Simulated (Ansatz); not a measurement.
Gas-phase electronic energies from Ansatz, PBE0-D4/def2-TZVP geometries. CCSD(T)/CBS is the MP2 limit (def2-TZVPP, def2-QZVPP) plus CCSD(T) − MP2 in def2-TZVPP, frozen cores. For Ge outer-core shells are correlated without core-valence functions, which leaves a few kJ/mol of doubt a bond. Scalar relativity is left out up to krypton. Each species was taken in one conformer, which may not be the lowest.

Reaction (formal exchange of groups at the Al–Ge bond): `O=[CH][GeH2][AlH2]` + `NC(O)(F)F` → `O[C](F)(F)[AlH2]` + `[NH2][GeH2][CH]=O`

```tsv
species	CCSD(T)/CBS(def2) energy (Eh)
`O=[CH][GeH2][AlH2]`	-2434.30864
`NC(O)(F)F`	-369.33079
`O[C](F)(F)[AlH2]`	-556.60393
`[NH2][GeH2][CH]=O`	-2247.02287
```

Work out ΔE.

ΔE = (-556.60393) + (-2247.02287) − (-2434.30864) − (-369.33079) = 0.01263 Eh = +7.9 kcal/mol.

Largest T1 diagnostic among the species: 0.015.

From PBE to PBE0 (25 % exact exchange), in def2-TZVPP and without D4, ΔE moves by +1.2 kcal/mol.
